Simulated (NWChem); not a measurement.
# GaH₂O₂F; SMILES [OH][Ga]([OH])[F]

```xyz
6

Ga    -0.0057     0.0126     0.0000
F     -1.4178    -1.0108     0.0000
O     -0.2468     1.7589     0.0000
H      0.5812     2.2514     0.0000
O      1.5958    -0.7393     0.0000
H      1.5643    -1.7023     0.0000
```
Atoms are numbered in this order, from 1.

Structure relaxed at the PBE0/def2-SVP level.

Symmetry labels are those of Cs in the frame above (b1 and b2, or b-type labels, depend on it).

Task: List the 4 lowest vertical singlet excitations from CAM-B3LYP/def2-SVPD, TDA (NWChem).

Result: 
| state | energy (eV) | oscillator strength | symmetry | leading excitation (squared amplitude) |
|---|---|---|---|---|
| S1 | 6.44 | 0.000 | a" | HOMO → LUMO (0.94) |
| S2 | 7.06 | 0.072 | a" | HOMO−1 → LUMO (0.92) |
| S3 | 7.31 | 0.091 | a' | HOMO−2 → LUMO (0.80) |
| S4 | 7.78 | 0.031 | a' | HOMO−3 → LUMO (0.81) |
